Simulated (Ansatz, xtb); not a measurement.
## Two structures of H6OSiSn

Structure I: a singlet given by its coordinates. Structure II: `O[SiH2][SnH3]`, a singlet. Both are isolated molecules in the gas phase, relaxed with r2SCAN-D4/def2-SVP; the shapes shown needn't be the lowest conformers.

I (Å):

| atom | x (Å) | y (Å) | z (Å) |
| --- | --- | --- | --- |
| O | -0.5006 | 0.4552 | 1.4594 |
| Si | -0.5153 | -1.0021 | 0.5588 |
| Sn | 0.3519 | 2.4070 | 0.3870 |
| H | -1.1927 | 2.4113 | -0.5190 |
| H | -1.2262 | 0.5898 | 2.0837 |
| H | -1.2712 | -1.9762 | 1.4034 |
| H | 0.8911 | -1.4360 | 0.3961 |
| H | -1.2066 | -0.8158 | -0.7415 |
| H | 0.9699 | 1.1198 | -0.6976 |

Close contacts (Å): O1–Si2 1.71, O1–Sn3 2.38, O1–H5 0.97, Si2–H6 1.49, Si2–H7 1.48, Si2–H8 1.48, Sn3–H4 1.79, Sn3–H9 1.79.

II (Å):

```xyz
9

O     0.6816   -0.3534    1.0927
Si   -0.2518   -0.0082   -0.2535
Sn   -0.5099    2.5376   -0.5804
H     1.5740    0.0119    1.1004
H    -1.5755   -0.6395    0.0021
H     0.3239   -0.6034   -1.5041
H    -1.3789    3.2564    0.7113
H     1.0370    3.2860   -0.6260
H    -1.3139    2.9314   -2.0437
```

Energies in hartree; the thermal terms are from r2SCAN-D4/def2-SVP harmonic frequencies (ideal gas, rigid rotor, one conformer each, 298.15 K, 1 atm) and include the zero-point energy:

|  | I | II |
| --- | --- | --- |
| E, CCSD(T)/def2-TZVP | −581.430141 | −581.445310 |
| zero-point energy | 0.051665 | 0.050940 |
| H(298 K) − E | 0.059490 | 0.058727 |
| G(298 K) − E | 0.019874 | 0.019275 |

Q: Work out ΔE, ΔE₀, ΔH and ΔG for I → II in kcal/mol (1 Eh = 627.51 kcal/mol) and the equilibrium ratio [II]/[I].

A: 1. ΔE = −581.445310 − (−581.430141) = −0.015169 Eh = −9.52 kcal/mol.
2. ΔE₀ = ΔE + ΔZPE = −0.015169 + (−0.000725) Eh = −9.97 kcal/mol.
3. ΔH = ΔE + (−0.000763) Eh = −10.00 kcal/mol.
4. ΔG = ΔE + (−0.000599) Eh = −9.89 kcal/mol, so ΔS = (ΔH − ΔG)/T = −1.4 J/(mol K).
5. kT = 0.9442 mEh, so K = [II]/[I] = exp(−ΔG/kT) = exp(+16.70) ≈ 1.8 × 10^7.

Structure II is favoured at this temperature. An error of 1 kcal/mol in ΔG would change K by a factor of 5.4. Mirror images and further conformers aren't counted.

Other levels gave ΔE = −7.3 (r2SCAN-D4/def2-SVP); −7.8 (HF/def2-TZVP); −9.0 (MP2/def2-TZVP) kcal/mol. The correlated steps freeze 10 core orbitals; the filled d shell of Sn is correlated, in a basis made for valence electrons. Atoms past krypton carry core potentials in the def2 sets, without spin–orbit terms. Programs: Ansatz 0.2.0.
